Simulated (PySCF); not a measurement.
How methods differ on the ionisation energy of Gd

Gd [Xe] 4f7 5d1 6s2 (9D) → Gd⁺ [Xe] 4f7 5d1 6s1 (10D), as a difference of total energies. All numbers are calculated (PySCF 2.14, the spin-free X2C one-electron Hamiltonian (Gaussian nucleus), in ANO-RCC-VTZP (8s7p5d3f2g1h, 104 functions)). The calculations carry no spin-orbit coupling.

```json
{"method": "UHF", "ionisation energy (eV)": "4.927"}
{"method": "M06-2X", "ionisation energy (eV)": "6.428"}
{"method": "B97-3", "ionisation energy (eV)": "6.239"}
```

For comparison: 6.163 eV (measured; NIST levels, between the centres of gravity of the two terms).
